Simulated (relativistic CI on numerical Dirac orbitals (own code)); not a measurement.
**Level scheme of Ga20+**

These numbers are calculated, not measured: Dirac-Coulomb-Breit CI, separate exchange-only KLI orbitals for each configuration, a model potential for QED, unscaled Slater integrals (own radial code, finite nucleus).

CI space (outside the closed core [Ne]): 3s, 3p, 3d, 4s, 4p, 4d, 4f, 5s, 5p, 5d, 5f, 5g, 6s, 6p, 6d, 7s, 7p. Levels of other configurations are missing.

The lowest level is 3s 2S_1/2, with 100 % of that term; Hund's rules for 3s give 2S with J = 1/2, in agreement.

```
No.  Configuration  Term    J  E (10³ cm⁻¹)    %  Next component (%)  jj configuration (%)
  1             3s    2S  1/2           0.0  100                                  3s (100)
  2             3p   2P°  1/2         365.5  100                               3p1/2 (100)
  3             3p   2P°  3/2         416.0  100                               3p3/2 (100)
  4             3d    2D  3/2         908.3  100                               3d3/2 (100)
  5             3d    2D  5/2         916.6  100                               3d5/2 (100)
  6             4s    2S  1/2        3034.2  100                                  4s (100)
  7             4p   2P°  1/2        3181.6  100                               4p1/2 (100)
  8             4p   2P°  3/2        3201.6  100                               4p3/2 (100)
  9             4d    2D  3/2        3384.0  100                               4d3/2 (100)
 10             4d    2D  5/2        3387.8  100                               4d5/2 (100)
 11             4f   2F°  5/2        3472.1  100                               4f5/2 (100)
 12             4f   2F°  7/2        3473.6  100                               4f7/2 (100)
 13             5s    2S  1/2        4347.8  100                                  5s (100)
 14             5p   2P°  1/2        4421.1  100                               5p1/2 (100)
 15             5p   2P°  3/2        4431.0  100                               5p3/2 (100)
 16             5d    2D  3/2        4519.4  100                               5d3/2 (100)
 17             5d    2D  5/2        4521.4  100                               5d5/2 (100)
 18             5f   2F°  5/2        4563.6  100                               5f5/2 (100)
 19             5f   2F°  7/2        4564.3  100                               5f7/2 (100)
 20             5g    2G  7/2        4568.6  100                               5g7/2 (100)
 21             5g    2G  9/2        4569.0  100                               5g9/2 (100)
 22             6s    2S  1/2        5035.0  100                                  6s (100)
 23             6p   2P°  1/2        5076.6  100                               6p1/2 (100)
 24             6p   2P°  3/2        5082.2  100                               6p3/2 (100)
 25             6d    2D  3/2        5131.8  100                               6d3/2 (100)
 26             6d    2D  5/2        5133.0  100                               6d5/2 (100)
 27             7s    2S  1/2        5439.3  100                                  7s (100)
 28             7p   2P°  1/2        5465.1  100                               7p1/2 (100)
 29             7p   2P°  3/2        5468.6  100                               7p3/2 (100)
```

Energies count from the lowest computed level; ° marks odd parity. Filled j subshells are mostly left out of the jj labels.

The mean weight of the leading LS term, summed over parents, in these 29 levels is 100 %, and that of the leading jj configuration (from the same eigenvectors) 100 %.

At this charge energies of transitions that change n are usually good to better than 1 %, and those within a shell (Δn = 0) to a few per cent.
